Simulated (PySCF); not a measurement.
Gas-phase reaction: 2 GeHF₃ → GeH₂ + F₂ + GeF₄

Method: PySCF energies plus ideal-gas RRHO corrections (1 bar). † marks an energy on the PBE0/def2-TZVP geometry and frequencies; other levels use their own. CCSD(T) freezes the core. All species are closed-shell singlets. Ge: all electrons, no relativistic terms. GeHF₃, GeH₂: computed as isolated molecules; such fragments, hydroxides, amides, oligomers or adducts are transient or little studied in the gas. CCSD(T) isn't extrapolated to the basis-set limit.

PBE/def2-SVP gives ΔH°(298 K) = 790 kJ.

What do ωB97M-V/def2-TZVP†, M06-2X/def2-TZVP†, CCSD(T)/def2-TZVPP† give?

ωB97M-V/def2-TZVP†: 831 kJ; M06-2X/def2-TZVP†: 879 kJ; CCSD(T)/def2-TZVPP†: 841 kJ. For scale, ΔH°(298 K) is 790 kJ at this level, 831 kJ at ωB97M-V/def2-TZVP†, and runs from 712 to 892 kJ over the 20 levels computed († marks an energy on the PBE0/def2-TZVP geometry).
